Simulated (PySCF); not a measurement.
# [CoBr4]2-: what the settings change

[CoBr4]2-: Co(II) (d7), charge -2. The structure is a PBE0-D3(BJ)/def2-SVP, IEF-PCM water geometry optimised for multiplicity 4; coordination tetrahedral, point group Td, metal–donor distances 2.43 Å.

```
5

Co    0.0000    0.0000    0.0000
Br    1.4037    1.4037    1.4037
Br   -1.4037    1.4037   -1.4037
Br    1.4037   -1.4037   -1.4037
Br   -1.4037   -1.4037    1.4037
```

Method (PySCF 2.14, density fitting): CASSCF(7,5) with orbitals averaged over all microstates of the shell, strongly contracted NEVPT2 on the averaged canonical orbitals; basis x2c-TZVPall on the metal, x2c-SVPall elsewhere; spin-free X2C; IEF-PCM water; spin-orbit coupling by state interaction with the mean-field operator over all roots.

Base run: NEVPT2 ground state 4A2, next 4T2 at 3136, then 4T1 at 5514 cm⁻¹, 10Dq(CASSCF) 2213, B(CASSCF) 1176, ζ 487 cm⁻¹, g 2.365 2.365 2.365, μeff(300 K) 4.73 μB.

What happens with the basis x2c-TZVPall on all atoms?

NEVPT2 ground state 4A2, next 4T2 at 3137, then 4T1 at 5517 cm⁻¹, 10Dq(CASSCF) 2239, B(CASSCF) 1176, ζ 488 cm⁻¹, g 2.364 2.364 2.364, μeff(300 K) 4.73 μB. It took 22 s against 13 s on a shared host of the same kind.

What happens with orbitals averaged over the highest spin alone?

NEVPT2 ground state 4A2, next 4T2 at 2895, then 4T1 at 5093 cm⁻¹, 10Dq(CASSCF) 2174, B(CASSCF) 1192, ζ 496 cm⁻¹, g 2.396 2.396 2.396, μeff(300 K) 4.80 μB.

No frequencies were computed for the optimised geometry. NEVPT2 lifts 4T2 from 2051 to 3136 cm⁻¹; on the d shell alone such lifts tend to overshoot.
